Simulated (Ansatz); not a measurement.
Consider the cleavage of the Si–Si bond: `OCO[SiH2][SiH3]` + H–F → `OCO[SiH2]F` + SiH₄.

Isolated molecules relaxed with PBE0-D4/def2-TZVP in Ansatz; ΔE leaves out vibrations. CCSD(T)/CBS adds triple-zeta CCSD(T) − MP2 to the extrapolated MP2 energy (def2 sets, frozen cores). This one scheme is used for every species. Functionals use def2-TZVPP. Each species was taken in one conformer, which may not be the lowest.

`OCO[SiH2][SiH3]`:

```xyz
13

O    -1.261   -2.549    0.711
C    -1.022   -1.189    0.714
O     0.361   -0.943    0.685
Si    1.042    0.548    0.484
Si    0.488    1.518   -1.582
H    -0.863   -2.927    1.500
H    -1.509   -0.794   -0.184
H    -1.451   -0.703    1.604
H     0.605    1.470    1.575
H     2.506    0.337    0.593
H    -0.984    1.707   -1.703
H     0.950    0.672   -2.715
H     1.139    2.853   -1.681
```

H–F:

```xyz
2

F     0.392   -0.220    0.100
H    -0.392    0.220   -0.100
```

`OCO[SiH2]F`:

Cartesian coordinates in Å:
```
O 0.891 1.491 0.015
C -0.453 1.164 -0.114
O -0.654 -0.171 -0.504
Si 0.061 -1.476 0.170
F -0.203 -1.494 1.745
H 1.293 1.506 -0.859
H -0.901 1.338 0.868
H -0.956 1.781 -0.866
H -0.604 -2.646 -0.436
H 1.527 -1.492 -0.020
```

SiH₄:

```xyz
5

Si    0.000    0.000    0.000
H    -0.374    0.917    1.106
H    -1.180   -0.231   -0.871
H     0.459   -1.294    0.564
H     1.094    0.608   -0.799
```

```
             level  ΔE (kJ/mol)  difference from CCSD(T)/CBS
            PBE-D4       -142.4                         22.7
           PBE0-D4       -148.3                         16.8
           ωB97X-V       -168.1                         -3.0
            r2SCAN       -166.7                         -1.6
    MP2/def2-TZVPP       -173.2                         -8.1
     HF/def2-QZVPP       -199.8                        -34.7
    MP2/def2-QZVPP       -172.4                         -7.3
SCS-MP2/def2-QZVPP       -178.6                        -13.5
      HF/CBS(def2)       -200.1                        -35.0
    CCSD/CBS(def2)       -169.0                         -3.9
       CCSD(T)/CBS       -165.1                            0
```

Largest T1 diagnostic among the species: 0.012.

In def2-TZVPP, CCSD(T) changes the Hartree–Fock value by +30.3 kJ/mol (the triples alone add +4.0 kJ/mol) and MP2 by +24.7 kJ/mol. From PBE to PBE0 (25 % exact exchange), in def2-TZVPP and without D4, ΔE moves by −5.7 kJ/mol.

CCSD(T)/CBS has its own doubt, a few kJ/mol and more with outer-core shells, so smaller differences from it don't rank the levels.
